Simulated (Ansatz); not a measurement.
Relaxation of ClF₄H₃OW (10 atoms, charge 0, multiplicity 1), to a largest force component of 0.03 eV/Å in at most 50 steps.

These are results of RKS PBE-D4/def2-SVP (Ansatz), not measurements.

```xyz
10
Properties=species:S:1:pos:R:3:forces:R:3
W 0.275 -0.170 -0.286 0.38 -0.26 0.39
F -0.383 -0.551 2.662 -0.32 0.26 -0.20
F 1.617 1.032 -0.954 0.02 0.02 -0.01
H 0.571 1.021 0.892 -0.01 -0.02 0.00
F -1.363 0.702 -0.133 0.00 0.00 0.01
F -0.616 -1.778 0.089 -0.01 -0.01 0.01
O 0.110 -0.364 -2.158 0.00 -0.02 0.02
H 0.478 0.340 -2.736 0.01 0.00 0.02
Cl 2.089 -1.251 0.792 -0.47 0.26 -0.21
H 0.383 -1.080 2.703 0.40 -0.25 -0.03
```

Problem. Where does it end, and by what steps?

Solution. The run converged. After 7 steps the energy has fallen by 0.093 eV; F2 moved furthest, 0.39 Å. Joined: W1–F2 (3.04 → 2.55 Å).

```json
{"step": "0", "energy less start (eV)": "0.0000", "largest force component (eV/Å)": "0.470", "accepted": "yes"}
{"step": "1", "energy less start (eV)": "-0.0472", "largest force component (eV/Å)": "0.265", "accepted": "yes"}
{"step": "2", "energy less start (eV)": "-0.0676", "largest force component (eV/Å)": "0.389", "accepted": "yes"}
{"step": "3", "energy less start (eV)": "-0.0806", "largest force component (eV/Å)": "0.299", "accepted": "yes"}
{"step": "4", "energy less start (eV)": "-0.0892", "largest force component (eV/Å)": "0.201", "accepted": "yes"}
{"step": "5", "energy less start (eV)": "-0.0919", "largest force component (eV/Å)": "0.068", "accepted": "yes"}
{"step": "6", "energy less start (eV)": "-0.0924", "largest force component (eV/Å)": "0.067", "accepted": "yes"}
{"step": "7", "energy less start (eV)": "-0.0929", "largest force component (eV/Å)": "0.024", "accepted": "yes"}
```

```xyz
10
Properties=species:S:1:pos:R:3
W 0.253 -0.168 -0.172
F -0.366 -0.509 2.273
F 1.580 1.025 -0.915
H 0.625 1.069 0.936
F -1.376 0.717 -0.008
F -0.614 -1.822 0.096
O 0.081 -0.411 -2.038
H 0.503 0.278 -2.598
Cl 2.074 -1.239 0.852
H 0.403 -1.039 2.446
```

Whether the end is a true minimum wasn't checked by a vibrational analysis.

The run took 20 s on 4 threads of Arm Neoverse V1, with other jobs on the host, peak memory 0.21 GiB.
